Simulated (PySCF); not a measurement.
Ge(OMe)4, SMILES C[O][Ge]([O]C)([O]C)[O]C (GFN2-xTB optimised geometry):

```
21

C     -2.762    -2.372    -2.052
O     -1.458    -2.377    -1.490
Ge    -0.980    -1.598     0.000
O      0.767    -1.598     0.000
C      1.603    -1.317    -1.114
O     -1.774    -0.041     0.000
C     -1.901     0.830     1.114
O     -1.456    -2.376     1.490
C     -0.856    -3.532     2.057
H     -2.658    -2.774    -3.062
H     -3.170    -1.363    -2.099
H     -3.439    -3.005    -1.475
H      1.580    -0.254    -1.361
H      1.303    -1.894    -1.989
H      2.613    -1.601    -0.814
H     -2.276     0.302     1.990
H     -0.943     1.292     1.360
H     -2.613     1.601     0.817
H     -1.110    -4.425     1.483
H      0.229    -3.433     2.103
H     -1.260    -3.619     3.067
```

Calculation: CAM-B3LYP/def2-SVP run with PySCF 2.14.0.

What are the frontier orbital energies and the dipole moment?

HOMO-2 -9.44 eV, HOMO-1 -9.25 eV, HOMO -9.24 eV, LUMO 1.81 eV, LUMO+1 3.09 eV; dipole moment 0.01 D.

Meta-Löwdin charges at CAM-B3LYP/def2-SVP: C1 -0.06, O2 -0.59, Ge3 1.44, O4 -0.59, C5 -0.06, O6 -0.59, C7 -0.06, O8 -0.59, C9 -0.06, H10 0.11, H11 0.10, H12 0.09, H13 0.09, H14 0.10, H15 0.11, H16 0.10, H17 0.09, H18 0.11, H19 0.09, H20 0.10, H21 0.11.
